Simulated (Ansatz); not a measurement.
The same path of CH7BBrN (11 atoms, charge 0, multiplicity 1) was run twice with different band settings. Lost on the way: B1–Br2, H5–N6. Made: Br2–H5.

Computed with Ansatz, RKS PBE0-D4/def2-SVP.

Relaxed end points:

```xyz
11
Properties=species:S:1:pos:R:3
B -0.706 -0.349 -1.087
Br 0.709 0.315 -2.376
H -0.607 -1.545 -0.892
H -1.808 0.035 -1.426
H -0.333 1.395 0.108
N -0.379 0.392 0.311
C 0.849 -0.038 0.996
H -1.192 0.259 0.917
H 1.689 0.103 0.303
H 1.015 0.538 1.917
H 0.763 -1.106 1.229
```

```xyz
11
Properties=species:S:1:pos:R:3
B -1.058 -0.834 -0.676
Br 0.979 2.377 -1.742
H -0.412 -1.757 -1.114
H -2.154 -0.550 -1.095
H 0.224 1.334 -1.099
N -0.508 -0.047 0.337
C 0.747 -0.257 1.028
H -1.077 0.695 0.735
H 1.283 -1.091 0.556
H 1.390 0.637 0.980
H 0.586 -0.507 2.090
```

Common settings: movable images 7; climbing image yes; optimiser quadratic models (default); start path through a guess of the saddle point; force threshold 0.03 eV/Å; iteration limit 60; end points relaxed.

| run | spring |
| --- | --- |
| 1 | 5.0 eV/Å² |
| 2 | 20.0 eV/Å² |

(1) What does each run give, and how far can it be trusted?

Answers

(1) Run 1: converged after 12 iterations, highest image 1.344 eV above the first end. A vibrational analysis at the climbing image gives one clearly imaginary mode, 968i cm⁻¹: a first-order saddle point.
Run 2: converged after 12 iterations, highest image 1.344 eV above the first end. Another band between the same ends (7 images) ends at a top of the same energy, where a vibrational analysis finds 1 clearly imaginary mode.
The orbitals stay closed-shell, which can raise the energy where a bond breaks towards radicals; this wasn't checked here.
